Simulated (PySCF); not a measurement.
C5H13NSi.
SMILES: `CC[C@H]1C[Si@H](N)C1`

Torsions of this conformer, `[CH3:1][CH2:2][C@H:3]1[CH2:4][Si@H:5]([NH2:6])[CH2:7]1`: C1–C2–C3–C4 178°, H–N6–Si5–C4 -46°, H–N6–Si5–C4 93°.

The closed-shell ground state was solved at several levels (PySCF, density fitting, gas phase, non-relativistic). One conformer (not necessarily the lowest) at the GFN2-xTB geometry, without solvent, vibrations or thermal averaging.

| level | basis functions | HOMO (eV) | LUMO (eV) | gap (eV) | dipole (D) |
| --- | --- | --- | --- | --- | --- |
| PBE0/def2-SVPD | 248 | -6.91 | 0.53 | 7.44 | 1.15 |
| B3LYP/def2-SVPD | 248 | -6.71 | 0.24 | 6.95 | 1.15 |

(1) Estimate the row for PBE0/pcSseg-1, a basis of 191 functions; the other rows only guide the guess.

(2) Over all these levels, which gives the widest orbital gap and which the narrowest?

(3) How far do the dipole and the HOMO energy spread over the levels?

Results:

(1) HOMO -6.88 eV, LUMO 1.11 eV, gap 7.99 eV, dipole 1.29 D.

(2) PBE0/pcSseg-1 (global hybrid, 25 % exact exchange) has the widest, 7.99 eV, and B3LYP/def2-SVPD (global hybrid, 20 % exact exchange) the narrowest, 6.95 eV. Functional and basis both differ between the two, so the spread mixes both effects.

(3) The dipole runs from 1.15 to 1.29 D (mean 1.20 D) and the HOMO from -6.91 to -6.71 eV.
